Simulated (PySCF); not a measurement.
Br$_{4}$Sn, charge +1, doublet, at a GFN2-xTB geometry (such geometries of metal compounds can be far from the true shape) (a state made from the parent by changing its charge; the spin is typed, not shown lowest) (all electrons, no relativity); PySCF with B3LYP/STO-3G.

The PySCF input:
```python
from pyscf import gto, scf, dft

mol = gto.M(
    atom='''
Br   -0.930767    2.301955   -0.786912
Sn   -0.000000    0.000000    0.000000
Br   -1.792879   -1.845661   -0.404565
Br    0.569295    0.115735    2.539106
Br    2.154351   -0.572029   -1.347630
''',
    basis='sto-3g',
    charge=1,
    spin=1,
    verbose=4,
)

mf = dft.UKS(mol)
mf.xc = 'b3lyp'
mf.kernel()
mf.analyze()
```

Question: What does PySCF print? Leave out banner, timings and long lists.

Answer: 
```
PySCF version 2.14.0

[INPUT] verbose = 4
[INPUT] num. atoms = 5
[INPUT] num. electrons = 189
[INPUT] charge = 1
[INPUT] spin (= nelec alpha-beta = 2S) = 1
[INPUT] symmetry False subgroup None
[INPUT] Mole.unit = angstrom
[INPUT] Symbol           X                Y                Z      unit          X                Y                Z       unit  Magmom
[...]
nuclear repulsion = 2336.54296506278
number of shells = 43
number of NR pGTOs = 297
number of NR cGTOs = 99
basis = sto-3g
ecp = {}

******** <class 'pyscf.dft.uks.UKS'> ********
method = UKS
initial guess = minao
damping factor = 0
level_shift factor = 0
DIIS = <class 'pyscf.scf.diis.CDIIS'>
diis_start_cycle = 1
diis_space = 8
diis_damp = 0
SCF conv_tol = 1e-09
SCF conv_tol_grad = None
SCF max_cycles = 50
direct_scf = True
direct_scf_tol = 1e-13
number electrons alpha = 95  beta = 94
XC library pyscf.dft.libxc version 7.1.2
    S. Lehtola, C. Steigemann, M. J. T. Oliveira, and M. A. L. Marques,  SoftwareX 7, 1–5 (2018)
XC functionals = b3lyp
    P. J. Stephens, F. J. Devlin, C. F. Chabalowski, and M. J. Frisch,  J. Phys. Chem. 98, 11623 (1994)
radial grids:
    Treutler-Ahlrichs [JCP 102, 346 (1995); DOI:10.1063/1.469408] (M4) radial grids

becke partition: Becke, JCP 88, 2547 (1988); DOI:10.1063/1.454033
pruning grids: <function nwchem_prune>
grids dens level: 3
symmetrized grids: False
atomic radii adjust function: <function treutler_atomic_radii_adjust>
small_rho_cutoff = 0
Set gradient conv threshold to 3.16228e-05
tot grids = 103656
init E= -16118.6489837189

cycle= 1 E= -16149.1913128164  delta_E= -30.5  |g|= 0.21  |ddm|= 2.34

cycle= 2 E= -16149.0319147476  delta_E= 0.159  |g|= 0.299  |ddm|= 1.69
cycle= 3 E= -16149.1754683434  delta_E= -0.144  |g|= 0.137  |ddm|= 1.79
cycle= 4 E= -16149.1859478073  delta_E= -0.0105  |g|= 0.115  |ddm|= 0.771
cycle= 5 E= -16149.2039454712  delta_E= -0.018  |g|= 0.0714  |ddm|= 0.761
cycle= 6 E= -16149.2130351056  delta_E= -0.00909  |g|= 0.0373  |ddm|= 0.638
cycle= 7 E= -16149.2126818684  delta_E= 0.000353  |g|= 0.0397  |ddm|= 0.206
cycle= 8 E= -16149.2138755855  delta_E= -0.00119  |g|= 0.0305  |ddm|= 0.12
cycle= 9 E= -16149.2135536281  delta_E= 0.000322  |g|= 0.0336  |ddm|= 0.0125
cycle= 10 E= -16149.21538427  delta_E= -0.00183  |g|= 0.0066  |ddm|= 0.165
cycle= 11 E= -16149.2154624967  delta_E= -7.82e-05  |g|= 0.00134  |ddm|= 0.0328
cycle= 12 E= -16149.2154733957  delta_E= -1.09e-05  |g|= 0.00122  |ddm|= 0.0161
[...]
converged SCF energy = -16149.2158038408  <S^2> = 0.75135226  2S+1 = 2.0013518
Total Energy =                      -16149.215803840774242
[...]
spin_pop of  2 Br 4px       0.03469
spin_pop of  2 Br 4py       0.06943
spin_pop of  2 Br 4pz       0.15584
spin_pop of  2 Br 3dxy     -0.00000
spin_pop of  2 Br 3dyz     -0.00000
spin_pop of  2 Br 3dz^2    -0.00000
spin_pop of  2 Br 3dxz     -0.00000
spin_pop of  2 Br 3dx2-y2   -0.00000
spin_pop of  3 Br 1s        0.00000
spin_pop of  3 Br 2s       -0.00000
spin_pop of  3 Br 3s        0.00000
spin_pop of  3 Br 4s        0.00024
spin_pop of  3 Br 2px       0.00000
spin_pop of  3 Br 2py       0.00000
spin_pop of  3 Br 2pz       0.00000
spin_pop of  3 Br 3px       0.00020
spin_pop of  3 Br 3py       0.00002
spin_pop of  3 Br 3pz       0.00001
spin_pop of  3 Br 4px       0.21957
spin_pop of  3 Br 4py       0.02322
spin_pop of  3 Br 4pz       0.01711
spin_pop of  3 Br 3dxy     -0.00000
spin_pop of  3 Br 3dyz     -0.00000
spin_pop of  3 Br 3dz^2    -0.00000
spin_pop of  3 Br 3dxz     -0.00000
spin_pop of  3 Br 3dx2-y2    0.00000
spin_pop of  4 Br 1s        0.00000
spin_pop of  4 Br 2s       -0.00000
spin_pop of  4 Br 3s        0.00000
spin_pop of  4 Br 4s        0.00024
spin_pop of  4 Br 2px       0.00000
spin_pop of  4 Br 2py       0.00000
spin_pop of  4 Br 2pz       0.00000
spin_pop of  4 Br 3px       0.00003
spin_pop of  4 Br 3py       0.00006
spin_pop of  4 Br 3pz       0.00014
spin_pop of  4 Br 4px       0.03543
spin_pop of  4 Br 4py       0.06775
spin_pop of  4 Br 4pz       0.15676
spin_pop of  4 Br 3dxy     -0.00000
spin_pop of  4 Br 3dyz     -0.00000
spin_pop of  4 Br 3dz^2    -0.00000
spin_pop of  4 Br 3dxz     -0.00000
spin_pop of  4 Br 3dx2-y2   -0.00000
 ** Mulliken Spin Density (per atom)  **
spin density of  0 Br =      0.26037
spin density of  1 Sn =     -0.04158
spin density of  2 Br =      0.26043
spin density of  3 Br =      0.26038
spin density of  4 Br =      0.26041
 ** Mulliken pop alpha/beta on meta-lowdin orthogonal AOs **
 ** Mulliken pop       alpha | beta **
In total            95.00000 | 94.00000
 ** Mulliken atomic charges   ( Nelec_alpha | Nelec_beta ) **
charge of  0Br =      0.08340  (    17.58848     17.32812 )
charge of  1Sn =      0.66624  (    24.64609     24.68767 )
charge of  2Br =      0.08348  (    17.58848     17.32805 )
charge of  3Br =      0.08342  (    17.58848     17.32810 )
charge of  4Br =      0.08346  (    17.58848     17.32807 )

WARN: System has nonzero charge 1; the dipole moment is origin-dependent.
Location of origin: [0. 0. 0.]

Dipole moment(X, Y, Z, Debye): -0.00001, -0.00076, -0.00027
```
